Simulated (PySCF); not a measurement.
Compound: C7H13OP.
SMILES with atom numbers: `[CH3:1][O:2]/[CH:3]=[P:4]\[CH:5]1[CH2:6][CH2:7][CH2:8][CH2:9]1`

NICS is the negative of the GIAO shielding at a point without a nucleus: at the ring centre (0) and 1 Å above and below it (1); zz is the component along the ring normal. Level: GIAO PBE0/pcSseg-1 (PySCF, non-relativistic, gas phase) on the GFN2-xTB geometry, one conformer.

Ring bond lengths (Å), with Mayer bond orders in brackets: C5–C6 1.531 (0.98), C6–C7 1.533 (1.04), C7–C8 1.542 (1.02), C8–C9 1.532 (1.04), C9–C5 1.529 (0.99).

Give the NICS values of each ring in ppm.

```csv
ring,type,NICS(0),"NICS(1), two faces","NICS(1)zz, two faces",rms pucker (Å),"centre to ring atoms, mean (Å)"
C5–C6–C7–C8–C9,5-membered carbocycle; formal bonds all single,-5.8,-4.1 / -4.1,-4.2 / -4.3,0.18,1.28
```

What can be read from them?

- C5–C6–C7–C8–C9: mean NICS(1)zz -4.3 ppm, shielded. C5, C6, C7, C8, C9 have four or more neighbours, and the NICS criterion for π rings isn't applied.

What are the shieldings of the ring atoms and their hydrogens in the same run (means over atoms taken as equivalent)?

```csv
atoms,environment,σ isotropic (ppm)
C5,sp3 carbon bound to phosphorus,147.1
C6 (×2),ring CH2 carbon,151.6
C7 (×2),ring CH2 carbon,160.1
H on C5,methine hydrogen,29.05
H on C6 (×2),methylene hydrogen,30.47
H on C6 (×2),methylene hydrogen,29.67
H on C7 (×2),methylene hydrogen,29.92
H on C7 (×2),methylene hydrogen,30.03
```
